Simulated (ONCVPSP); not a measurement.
# Potentials for Au compared

Generated with ld1.x 7.5 (TM, RRKJ, ultrasoft, PAW), atompaw 4.2 or ONCVPSP 4.0.1. The cutoff is in Ry: for ld1.x and atompaw files where the sum of valence levels is converged to 10 mRy in a Bessel basis, for ONCV files where the hardest occupied wave has 1 mHa per electron of residual kinetic energy. The error is the largest all-electron minus pseudo excitation energy over each file’s own four to seven test configurations (ionisations up to +4, promotions, holes and added fractions of an electron), all of which were solved. The labels leave out finer settings (local radius, basis sizes, second energies), which also bear on the numbers. Spin-polarised tests are not counted. The rows are a selection from randomly drawn settings: files with unsolved tests, undetermined cutoffs or missed reference levels are left out.

A true bound ghost makes a file unfit for plane-wave use even where its test errors are small: the radial tests pick states by their node count and pass the ghost by.

```tsv
potential	cutoff (Ry)	largest error (meV)	bound ghosts
ONCV, PBEsol, scalar-relativistic, rc 2.20/1.70/1.65 (spd), local smoothed, core correction yes, reference 5p6 5d10 6s0.5, qcut 2.5/7.9/8.4, projectors 2/3/1	43	-41	s
ONCV, PBE, scalar-relativistic, rc 1.55/1.05/1.75 (spd), local smoothed, core correction yes, reference 5s2 5p6 5d10 6s1, qcut 8.3/6.3/7.4, projectors 2/2/1	340	-435	none
ONCV, LDA (Perdew-Wang 92), scalar-relativistic, rc 1.65/1.85/1.65 (spd), local smoothed, core correction yes, reference 5s2 5p6 5d10 6s1, qcut 7.7/6.7/10.9, projectors 2/2/2	42	-30	none
ONCV, LDA (Perdew-Zunger), scalar-relativistic, rc 1.60/1.25/2.30/0.65 (spdf), local f, core correction yes, reference 4f14 5s2 5p6 5d10, qcut 8.7/7.1/5.7/31.3, projectors 2/2/2/0	765	-435	s, p, d
ONCV, PBEsol, scalar-relativistic, rc 1.70/1.35/1.35 (spd), local smoothed, core correction no, reference 5s2 5p6 5d10 6s1, qcut 5.8/10.2/6.1, projectors 2/2/2	75	-95	none
```

Q: Fill in the row for Au: ONCV, PBE, scalar-relativistic, rc 1.60/1.70/1.60 (spd), local smoothed, core correction yes, reference 5s2 5p6 5d8, qcut 8.4/6.9/9.6, projectors 2/2/2.

A: cutoff 49 Ry, largest error +21 meV, bound ghosts: none.
